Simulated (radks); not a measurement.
Question: Spherical quantum dot in the effective-mass picture: electrons in a parabolic well V = omega^2 r^2 / 2 with omega = 4.21, all in effective atomic units (hartree* = m*/eps^2 hartree, bohr* = eps/m* bohr), one dielectric constant everywhere. Method: non-relativistic Kohn-Sham, PBEsol, spin-polarised, spherical densities; computed with a radial shooting solver with Libxc functionals. Levels are named by radial order and angular momentum (1s, 1p, 1d, 2s, ...), and open shells are averaged over m. At N = 14 the configuration is 1s2 1p6 1d(up 5, down 1). Does electron 15 go into 1d down or 2s down or 2s up?

Answer: Into 1d down. The total energies of the other choices lie higher by 0.142 hartree* (2s up), 0.270 hartree* (2s down).
